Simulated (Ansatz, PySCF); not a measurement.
B(SiH3)3 (BH₉Si₃), SMILES B([SiH3])([SiH3])[SiH3]. Atoms are numbered in the order given.

```xyz
13

B      0.0409    -0.0170     0.0000
Si    -0.0059     1.9895     0.0000
H     -0.6328     2.5936     1.2175
H      1.4510     2.3643     0.0000
H     -0.6328     2.5936    -1.2175
Si     0.0057    -0.9947     1.7529
H     -1.4613    -1.1716     2.0328
H      0.6374    -2.3508     1.7294
H      0.5903    -0.2106     2.8863
Si     0.0057    -0.9947    -1.7529
H      0.6374    -2.3508    -1.7294
H     -1.4613    -1.1716    -2.0328
H      0.5903    -0.2106    -2.8863
```
Charge 0, spin multiplicity 1.

Coordinates come from a PBE0-D3(BJ)/def2-SVP optimisation.

Vertical ionisation energy (IE) and electron affinity (EA) in eV. Rows of orbital energies are one-electron estimates. Where ΔSCF, EOM or ADC give a negative EA the extra electron is unbound and the value depends on the basis.

| level | IE | EA |
|---|---|---|
| −ε(HOMO), −ε(LUMO), r2SCAN/def2-TZVP (PySCF) | 7.11 | 3.86 |
| −ε(HOMO), −ε(LUMO), PBE/def2-TZVP (PySCF) | 6.85 | 4.06 |
| ΔSCF, CAM-B3LYP/def2-SVPD (Ansatz), final states of multiplicity 2 and 2 | 9.91 | 1.49 |
| ΔSCF, PBE/def2-SVPD (Ansatz), final states of multiplicity 2 and 2 | 9.43 | 1.61 |

Task: What vertical singlet–triplet gap does ΔSCF give with CAM-B3LYP/def2-SVPD (Ansatz, a quantum-chemistry and plane-wave program) and with PBE/def2-SVPD (Ansatz)? (An estimate is asked for; the answer gives what the named calculation found.)

Result: 2.78 and 2.44 eV (triplet above singlet where positive).
